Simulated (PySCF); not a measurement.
Input for PySCF: R-BP86/6-31G* on GeH4N2 (a complex).

```python
from pyscf import gto, scf, dft, mp
from pyscf.data.elements import chemcore

mol = gto.M(
    atom='''
    N    -0.21362157   -0.07656925   -1.11253120
    N    -0.50001753    0.37811009   -0.16328979
    Ge    0.14165268   -0.05905354    3.35462976
    H     0.51979994   -0.38047806    4.80891130
    H    -0.53915875   -1.28224157    2.72325208
    H     1.41159912    0.28368174    2.56210212
    H    -0.82040770    1.13657981    3.32684492
    ''',
    basis='6-31g*',
    cart=True,
    charge=0, spin=0, verbose=3, max_memory=1800)
mf = dft.RKS(mol, xc='b88,p86')
mf.conv_tol = 1e-8
mf.max_cycle = 100
mf.kernel()
if not mf.converged:
    mf = mf.newton().run(mf.mo_coeff, mf.mo_occ)
```

It printed:

```
converged SCF energy = -2188.89850117463
```

The run converged.

Cost: about 4 core-seconds (a rough figure).
